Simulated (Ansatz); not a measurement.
KBr, closed-shell singlet (the spin of the measured ground state), most abundant isotopes (38.9637 and 78.9183 u). Constants from fifth-degree fits in 1/R to seven points on the lowest solution found; no spin–orbit coupling, no relativity up to Kr; ω_e x_e and α_e move by some per cent with the fit.

Correlated levels freeze the inner cores; with def2 sets outer-core shells near the valence are correlated too.

The values were computed with Ansatz (Gaussian basis) for Hartree–Fock, density functionals and correlated methods. 

```json
[
 {"level": "PBE/def2-TZVPP", "r_e (Å)": "2.8543", "ω_e (cm⁻¹)": "211.6", "ω_e x_e (cm⁻¹)": "0.743", "α_e (cm⁻¹)": "0.000402"},
 {"level": "CCSD(T)/def2-QZVPP", "r_e (Å)": "2.8464", "ω_e (cm⁻¹)": "219.2", "ω_e x_e (cm⁻¹)": "0.743", "α_e (cm⁻¹)": "0.000382"}
]
```

D_e from total energies of the atoms and the molecule: 3.88 eV at PBE/def2-TZVPP; 4.00 eV at CCSD(T)/def2-QZVPP.

Derive the rotational constants, the centrifugal constant, the fundamental, the zero-point energy and the force constant, and test the Morse rule for the well depth.


μ = 26.08498 u.
- PBE/def2-TZVPP: B_e = 16.8576/(μ r_e²) = 0.079322 cm⁻¹; B₀ = B_e − α_e/2 = 0.079121 cm⁻¹; D = 4B_e³/ω_e² = 4.46e-08 cm⁻¹; fundamental ω_e − 2ω_e x_e = 210 cm⁻¹; zero-point energy ω_e/2 − ω_e x_e/4 = 106 cm⁻¹; k = μ(2πcω_e)² = 68.8 N/m; the line J = 1 ← 0 at 2B₀ = 4.744 GHz; a Morse well would hold ω_e²/(4ω_e x_e) = 1.87 eV against the computed D_e of 3.88 eV
- CCSD(T)/def2-QZVPP: B_e = 16.8576/(μ r_e²) = 0.079767 cm⁻¹; B₀ = B_e − α_e/2 = 0.079576 cm⁻¹; D = 4B_e³/ω_e² = 4.22e-08 cm⁻¹; fundamental ω_e − 2ω_e x_e = 218 cm⁻¹; zero-point energy ω_e/2 − ω_e x_e/4 = 109 cm⁻¹; k = μ(2πcω_e)² = 73.9 N/m; the line J = 1 ← 0 at 2B₀ = 4.771 GHz; a Morse well would hold ω_e²/(4ω_e x_e) = 2.00 eV against the computed D_e of 4.00 eV

Measured for the ground state: r_e 2.8208 Å [Huber and Herzberg (1979), NIST Chemistry WebBook]; ω_e 213 cm⁻¹ [Huber and Herzberg (1979), NIST Chemistry WebBook].

Ansatz is a program for electronic structure.
